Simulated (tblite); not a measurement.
Record of a relaxation.

H8NSSi3 (charge -1).
Bonds: Si1–N2, N2–Si3, Si3–S4, S4–Si5. Hydrogens: H6, H7, H8 on Si1; H9, H10 on Si3; H11, H12, H13 on Si5.

Computed with GFN2-xTB (tblite), gas phase: L-BFGS steps from a force-field or distance-geometry start until the largest atomic force falls under 0.01 eV/Å. 10 of its 127 geometries are shown.

Step 0: E = -427.8750 eV, largest atomic force 5.229 eV/Å
```
atom  x, y, z in Å  |  force x, y, z in eV/Å
Si1    -2.632    0.524    0.098    2.806  -0.880   0.304
N2     -0.910    0.167    0.323   -0.750  -0.394  -2.165
Si3    -0.205   -0.507   -1.155   -3.844   1.670   3.127
S4      1.790   -1.180   -0.973    1.506  -0.445   0.114
Si5     2.982   -0.068    0.390   -0.325   0.003  -0.156
H6     -3.309    0.976    1.315    0.090   0.095   0.181
H7     -2.891    1.521   -0.944   -0.196   0.188  -0.195
H8     -3.329   -0.700   -0.324   -0.335  -0.022  -0.126
H9     -0.408    0.478   -2.211    0.586  -0.152  -0.546
H10    -1.028   -1.700   -1.492    0.723  -0.033  -0.391
H11     3.623    1.033   -0.365   -0.105  -0.134   0.195
H12     2.255    0.397    1.561   -0.009   0.083  -0.115
H13     4.060   -0.941    0.897   -0.149   0.021  -0.226
```

Step 14: E = -428.6324 eV, largest atomic force 0.194 eV/Å
```
atom  x, y, z in Å  |  force x, y, z in eV/Å
Si1    -2.613    0.515    0.147    0.070  -0.053  -0.032
N2     -0.964    0.176    0.312    0.102  -0.045  -0.106
Si3    -0.316   -0.467   -1.078    0.109  -0.103   0.096
S4      1.789   -1.229   -0.925   -0.165  -0.011  -0.009
Si5     2.896   -0.045    0.376   -0.057  -0.086  -0.081
H6     -3.163    0.998    1.428    0.057  -0.008  -0.069
H7     -2.925    1.503   -0.915   -0.050   0.107   0.068
H8     -3.434   -0.631   -0.314   -0.087   0.005   0.104
H9     -0.145    0.351   -2.286    0.057   0.143  -0.093
H10    -0.816   -1.732   -1.626   -0.088  -0.110  -0.066
H11     3.555    1.071   -0.309   -0.025   0.095  -0.029
H12     2.178    0.458    1.530   -0.054   0.033   0.075
H13     3.954   -0.968    0.781    0.129   0.031   0.141
```

Step 28: E = -428.7782 eV, largest atomic force 0.315 eV/Å
```
atom  x, y, z in Å  |  force x, y, z in eV/Å
Si1    -2.585    0.537    0.208   -0.049   0.117  -0.116
N2     -1.026   -0.006   -0.068    0.245  -0.052   0.191
Si3    -0.192   -0.637   -1.341    0.013   0.155  -0.200
S4      1.793   -1.525   -0.725   -0.040   0.059   0.089
Si5     2.721   -0.042    0.407   -0.062   0.140   0.085
H6     -2.675    1.025    1.595   -0.001   0.006   0.105
H7     -3.030    1.672   -0.650    0.003   0.038  -0.016
H8     -3.688   -0.436    0.024   -0.047  -0.093   0.027
H9      0.336    0.277   -2.385   -0.038  -0.055   0.038
H10    -0.700   -1.810   -2.064    0.071  -0.090  -0.072
H11     3.176    1.146   -0.335   -0.043  -0.108  -0.124
H12     1.936    0.481    1.519   -0.043  -0.099   0.002
H13     3.930   -0.681    0.937   -0.009  -0.020  -0.009
```

Step 42: E = -428.8163 eV, largest atomic force 0.142 eV/Å
```
atom  x, y, z in Å  |  force x, y, z in eV/Å
Si1    -2.524    0.548    0.230    0.018   0.046  -0.050
N2     -0.998   -0.048   -0.132    0.030  -0.003   0.004
Si3    -0.154   -0.644   -1.417    0.023  -0.131   0.051
S4      1.734   -1.598   -0.623   -0.025   0.048  -0.019
Si5     2.605   -0.031    0.434   -0.031   0.074   0.027
H6     -2.521    1.022    1.629    0.013   0.015   0.060
H7     -2.990    1.710   -0.585    0.015  -0.008  -0.014
H8     -3.666   -0.400    0.129    0.001  -0.045  -0.016
H9      0.432    0.275   -2.412    0.036   0.048  -0.005
H10    -0.576   -1.815   -2.211   -0.037   0.041   0.014
H11     2.978    1.094   -0.439   -0.063  -0.058   0.051
H12     1.815    0.472    1.557    0.040  -0.030  -0.100
H13     3.860   -0.583    0.961   -0.021   0.003  -0.005
```

Step 56: E = -428.8271 eV, largest atomic force 0.051 eV/Å
```
atom  x, y, z in Å  |  force x, y, z in eV/Å
Si1    -2.469    0.548    0.233    0.030   0.041   0.007
N2     -0.930   -0.046   -0.078   -0.016   0.011  -0.015
Si3    -0.132   -0.653   -1.389   -0.012   0.025  -0.007
S4      1.731   -1.637   -0.633    0.015   0.009   0.000
Si5     2.539   -0.033    0.421    0.027  -0.024  -0.004
H6     -2.489    1.039    1.629   -0.016  -0.001   0.003
H7     -2.931    1.696   -0.606    0.025  -0.034   0.003
H8     -3.586   -0.424    0.109   -0.021  -0.009   0.004
H9      0.466    0.282   -2.369    0.001   0.000   0.001
H10    -0.621   -1.770   -2.216    0.004  -0.014   0.011
H11     2.868    1.090   -0.465   -0.019   0.002   0.002
H12     1.741    0.455    1.535   -0.027  -0.009  -0.006
H13     3.809   -0.546    0.950    0.010   0.004   0.000
```

Step 70: E = -428.8287 eV, largest atomic force 0.019 eV/Å
```
atom  x, y, z in Å  |  force x, y, z in eV/Å
Si1    -2.458    0.553    0.237   -0.003  -0.009   0.001
N2     -0.919   -0.039   -0.072    0.000  -0.008   0.000
Si3    -0.127   -0.650   -1.385   -0.003  -0.009  -0.006
S4      1.745   -1.642   -0.651   -0.007   0.004  -0.004
Si5     2.534   -0.038    0.418   -0.006   0.009   0.007
H6     -2.496    1.045    1.632    0.011   0.015   0.002
H7     -2.908    1.690   -0.618    0.001   0.000   0.003
H8     -3.581   -0.418    0.120    0.005   0.001  -0.010
H9      0.470    0.281   -2.369   -0.003   0.005  -0.006
H10    -0.622   -1.771   -2.202    0.000  -0.003   0.006
H11     2.837    1.097   -0.462   -0.001   0.000   0.009
H12     1.710    0.422    1.525    0.003  -0.007   0.003
H13     3.811   -0.530    0.949    0.002   0.002  -0.005
```

Step 84: E = -428.8319 eV, largest atomic force 0.038 eV/Å
```
atom  x, y, z in Å  |  force x, y, z in eV/Å
Si1    -2.410    0.576    0.233    0.002  -0.009   0.000
N2     -0.900   -0.088   -0.078   -0.001   0.021  -0.013
Si3    -0.128   -0.687   -1.409   -0.011  -0.009  -0.014
S4      1.794   -1.611   -0.724    0.000   0.020  -0.015
Si5     2.494   -0.034    0.443   -0.015   0.022   0.006
H6     -2.398    1.118    1.609   -0.006  -0.004   0.008
H7     -2.854    1.701   -0.642    0.025  -0.017  -0.003
H8     -3.558   -0.370    0.161   -0.006   0.005   0.008
H9      0.392    0.248   -2.432    0.022  -0.005   0.006
H10    -0.606   -1.840   -2.191   -0.021  -0.008   0.000
H11     2.702    1.184   -0.347    0.005  -0.012  -0.005
H12     1.651    0.279    1.586    0.031  -0.012   0.018
H13     3.815   -0.475    0.912   -0.027   0.009   0.005
```

Step 98: E = -428.8351 eV, largest atomic force 0.027 eV/Å
```
atom  x, y, z in Å  |  force x, y, z in eV/Å
Si1    -2.344    0.596    0.231    0.010   0.001   0.020
N2     -0.868   -0.128   -0.104    0.009   0.004  -0.014
Si3    -0.132   -0.728   -1.455    0.010   0.005   0.002
S4      1.848   -1.555   -0.815   -0.004   0.002   0.004
Si5     2.429   -0.024    0.476   -0.024   0.010  -0.006
H6     -2.276    1.184    1.588    0.000   0.000   0.003
H7     -2.760    1.701   -0.678   -0.017   0.013  -0.009
H8     -3.529   -0.305    0.234   -0.003  -0.008  -0.008
H9      0.327    0.191   -2.521   -0.002  -0.009   0.001
H10    -0.614   -1.915   -2.183    0.002   0.000   0.006
H11     2.508    1.268   -0.210   -0.002  -0.008   0.009
H12     1.613    0.099    1.675    0.007  -0.005  -0.008
H13     3.794   -0.385    0.881    0.015  -0.006   0.000
```

Step 112: E = -428.8380 eV, largest atomic force 0.028 eV/Å
```
atom  x, y, z in Å  |  force x, y, z in eV/Å
Si1    -2.268    0.646    0.215   -0.005   0.009   0.004
N2     -0.789   -0.054   -0.155    0.020  -0.002  -0.019
Si3    -0.127   -0.750   -1.499    0.003  -0.007   0.005
S4      1.905   -1.480   -0.914    0.002   0.015  -0.014
Si5     2.362   -0.031    0.518   -0.019   0.001   0.015
H6     -2.158    1.247    1.562   -0.017   0.017  -0.003
H7     -2.740    1.725   -0.700    0.007   0.004   0.018
H8     -3.438   -0.274    0.265   -0.007  -0.016   0.002
H9      0.237    0.086   -2.664    0.001  -0.020   0.005
H10    -0.632   -2.005   -2.087    0.002   0.008  -0.007
H11     2.249    1.330   -0.001   -0.002  -0.006  -0.001
H12     1.613   -0.178    1.758    0.000   0.008  -0.001
H13     3.781   -0.263    0.823    0.015  -0.010  -0.004
```

Step 126: E = -428.8392 eV, largest atomic force 0.009 eV/Å
```
atom  x, y, z in Å  |  force x, y, z in eV/Å
Si1    -2.243    0.668    0.205    0.001   0.000  -0.002
N2     -0.752   -0.001   -0.179    0.001   0.001  -0.001
Si3    -0.130   -0.755   -1.512    0.006   0.003  -0.006
S4      1.934   -1.421   -0.972   -0.003   0.003  -0.002
Si5     2.345   -0.037    0.537   -0.002  -0.002   0.006
H6     -2.145    1.284    1.547    0.007  -0.004   0.003
H7     -2.741    1.740   -0.704   -0.001  -0.003  -0.003
H8     -3.390   -0.280    0.264   -0.001   0.001   0.001
H9      0.182    0.022   -2.731   -0.007  -0.004   0.004
H10    -0.641   -2.040   -2.022    0.000   0.002   0.004
H11     2.158    1.344    0.106    0.005   0.000  -0.001
H12     1.636   -0.298    1.783   -0.002   0.001  -0.008
H13     3.782   -0.225    0.796   -0.005   0.001   0.004
```

Q: Summarise the path.

A: The energy falls by 0.9643 eV from step 0 to step 126; nine tenths of that is first reached at step 25. It rises by more than 0.2 meV at step 107. The largest force goes from 5.229 to 0.009 eV/Å. Among the bonds Si3–S4 changes most, from 2.113 to 2.235 Å; the atoms move by 0.817 Å rms after alignment.

The cost below is that of the whole relaxation. Time: 3.2 s of wall time. Hardware: an Intel Xeon at 2.50 GHz with one thread, no GPU, shared host with 64 logical CPUs at a one-minute load of 13.
